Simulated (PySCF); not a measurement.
Simulation results for GeH6NSi, GeH4NSi

Calculation on a computer-drawn molecule: the log of a Hartree-Fock and frozen-core CCSD(T) single point meant for a local Hartree-Fock minimum, with one planted fault or none, to be diagnosed. Offsets are logged minus clean, where the clean run is the same molecule without the fault. The reference is restricted for singlets and unrestricted otherwise, and also for a bond in bohr or an excited solution. Adding or removing an electron swaps singlet and doublet. The excited solution moves the top pair (singlet) or top alpha electron (doublet) to the lowest empty orbital. Highest occupied and lowest empty are orbital energies over both spins, largest force is the largest gradient component, triples share is (T) over the correlation energy, the T1 limit is 0.02 restricted and 0.045 unrestricted, electrons count all cores, a negative frequency is imaginary (commonest isotopes), and the dipole is about the centre of nuclear charge; on germanium a core potential holds 10 electrons, which the energies leave out, and 3d is frozen in MP2 and coupled-cluster steps. Program: PySCF 2.14.0.

Common to all runs: meant charge 0; meant multiplicity 2; meant basis cc-pV(D+d)Z; meant basis and core potential on germanium cc-pVDZ-PP ECP10MDF; logged SCF converged yes; possible faults no fault, one electron removed, one electron added, multiplicity raised by two, geometry at a saddle point, SCF held on an excited solution, minimal basis STO-3G, one bond length entered in bohr, all coordinates scaled.

```json
{"entry": 1, "formula": "GeH6NSi", "logged_structure": {"atoms_angstrom": [["Si", 1.5904, 1.6877, 2.4472], ["N", 0.6683, 0.5584, 1.5214], ["Ge", 0.1887, 0.5907, -0.262], ["H", 2.4442, 2.4667, 1.5154], ["H", 2.441, 0.9779, 3.4418], ["H", 0.2017, -0.1555, 2.055], ["H", -1.303, 0.9098, -0.4174], ["H", 0.47, -0.7811, -0.8826], ["H", 1.0305, 1.6713, -0.936]]}, "given": {"logged_electrons": 59, "logged_basis_functions": 90, "logged_spin_squared": 0.8135, "logged_highest_occupied [eV]": -2.7819, "logged_lowest_empty [eV]": -0.61196, "logged_largest_force [hartree/bohr]": 0.042063, "logged_dipole_magnitude [debye]": 1.1372, "logged_SCF_stable_within_its_kind": "no", "logged_energy_HF [hartree]": -640.05691, "drawn_bonds_atom": [1, 2, 1, 1, 2, 3, 3, 3], "drawn_bonds_other_atom": [2, 3, 4, 5, 6, 7, 8, 9], "drawn_bonds_order": [1, 1, 1, 1, 1, 1, 1, 1]}, "results": {"planted_fault": "SCF held on an excited solution", "HF_energy_offset_from_clean_run [kcal/mol]": 113.0}, "notes": ["coupled-cluster numbers left out as unreliable"]}
{"entry": 2, "formula": "GeH6NSi", "logged_structure": {"atoms_angstrom": [["Si", 1.5904, 1.6877, 2.4472], ["N", 0.6683, 0.5584, 1.5214], ["Ge", 0.1887, 0.5907, -0.262], ["H", 2.4442, 2.4667, 1.5154], ["H", 2.441, 0.9779, 3.4418], ["H", 0.2017, -0.1555, 2.055], ["H", -1.303, 0.9098, -0.4174], ["H", 0.47, -0.7811, -0.8826], ["H", 1.0305, 1.6713, -0.936]]}, "given": {"logged_electrons": 59, "logged_basis_functions": 90, "logged_spin_squared": 3.7626, "logged_highest_occupied [eV]": -3.0314, "logged_lowest_empty [eV]": -0.845, "logged_largest_force [hartree/bohr]": 0.086264, "logged_T1_diagnostic": 0.022924, "logged_D1_diagnostic": 0.11598, "logged_triples_share": 0.027783, "logged_CC_converged": "yes", "logged_dipole_magnitude [debye]": 0.76933, "logged_SCF_stable_within_its_kind": "yes", "logged_energy_HF [hartree]": -640.02453, "logged_energy_CCSD(T) [hartree]": -640.42464, "drawn_bonds_atom": [1, 2, 1, 1, 2, 3, 3, 3], "drawn_bonds_other_atom": [2, 3, 4, 5, 6, 7, 8, 9], "drawn_bonds_order": [1, 1, 1, 1, 1, 1, 1, 1]}, "results": {"planted_fault": "multiplicity raised by two", "HF_energy_offset_from_clean_run [kcal/mol]": 133.3, "CCSD(T)_energy_offset_from_clean_run [kcal/mol]": 143.3}}
{"entry": 3, "formula": "GeH4NSi", "logged_structure": {"atoms_angstrom": [["Si", 1.0918, 0.3752, 0.1475], ["N", 0.1217, 1.071, -0.8615], ["Ge", -0.4625, 1.0901, -2.5827], ["H", 1.1766, 0.7917, 1.5562], ["H", 2.0191, -0.74, -0.1324], ["H", -1.9816, 0.8222, -2.5979], ["H", -0.1779, 2.4786, -3.1916]]}, "given": {"logged_electrons": 56, "logged_basis_functions": 80, "logged_spin_squared": 0.0, "logged_highest_occupied [eV]": -16.182, "logged_lowest_empty [eV]": -5.9462, "logged_largest_force [hartree/bohr]": 0.078609, "logged_T1_diagnostic": 0.027538, "logged_D1_diagnostic": 0.08855, "logged_triples_share": 0.039062, "logged_CC_converged": "yes", "logged_dipole_magnitude [debye]": 2.4097, "logged_SCF_stable_within_its_kind": "yes", "logged_energy_HF [hartree]": -638.77207, "logged_energy_CCSD(T) [hartree]": -639.16605, "drawn_bonds_atom": [1, 2, 1, 1, 3, 3], "drawn_bonds_other_atom": [2, 3, 4, 5, 6, 7], "drawn_bonds_order": [1, 2, 1, 1, 1, 1]}, "results": {"planted_fault": "one electron removed", "HF_energy_offset_from_clean_run [kcal/mol]": 160.1, "CCSD(T)_energy_offset_from_clean_run [kcal/mol]": 160.4}, "notes": ["T1 above single-reference limit"]}
{"entry": 4, "formula": "GeH4NSi", "logged_structure": {"atoms_angstrom": [["Si", 1.0918, 0.3752, 0.1475], ["N", 0.1217, 1.071, -0.8615], ["Ge", -0.4625, 1.0901, -2.5827], ["H", 1.1766, 0.7917, 1.5562], ["H", 2.0191, -0.74, -0.1324], ["H", -1.9816, 0.8222, -2.5979], ["H", -0.1779, 2.4786, -3.1916]]}, "given": {"logged_electrons": 58, "logged_basis_functions": 80, "logged_spin_squared": 0.0, "logged_highest_occupied [eV]": -0.10322, "logged_lowest_empty [eV]": 6.1085, "logged_largest_force [hartree/bohr]": 0.074742, "logged_T1_diagnostic": 0.019025, "logged_D1_diagnostic": 0.055451, "logged_triples_share": 0.036038, "logged_CC_converged": "yes", "logged_dipole_magnitude [debye]": 5.3391, "logged_SCF_stable_within_its_kind": "yes", "logged_energy_HF [hartree]": -638.99462, "logged_energy_CCSD(T) [hartree]": -639.42108, "drawn_bonds_atom": [1, 2, 1, 1, 3, 3], "drawn_bonds_other_atom": [2, 3, 4, 5, 6, 7], "drawn_bonds_order": [1, 2, 1, 1, 1, 1]}, "results": {"planted_fault": "one electron added", "HF_energy_offset_from_clean_run [kcal/mol]": 20.46, "CCSD(T)_energy_offset_from_clean_run [kcal/mol]": 0.342}}
```
